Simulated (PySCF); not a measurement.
H7InOSi2, SMILES [OH][In]([SiH3])[SiH3].

Geometry optimised at PBE0-D3(BJ)/def2-SVP. The structure was generated by enumeration; whether it is a known compound was not checked. The def2 effective core potentials stand for the cores of In; spin–orbit coupling is left out. One conformer was computed; it need not be the lowest.

Two levels are set side by side: PBE/def2-TZVP (PySCF) and CAM-B3LYP/def2-TZVP (PySCF). Same geometry, gas phase. Differences are taken from unrounded values.

```tsv
quantity	CAM-B3LYP	PBE	PBE minus CAM-B3LYP
orbital gap (eV)	7.24	3.53	-3.70
highest occupied level (eV)	-8.30	-6.15	2.14
lowest empty level (eV)	-1.06	-2.62	-1.56
dipole moment (D)	1.79	1.50	-0.30
mean polarisability (bohr³)	106.9	114.0	7.2
```

Without exact exchange PBE keeps part of each electron's self-repulsion, which lifts occupied levels and narrows the gap. PBE's more diffuse valence density responds more strongly to a field. Differences between two approximate levels are no errors against the true value.

Rough cost on one machine, each run with all the roots and properties that it gave: CAM-B3LYP against PBE within a factor of 2.
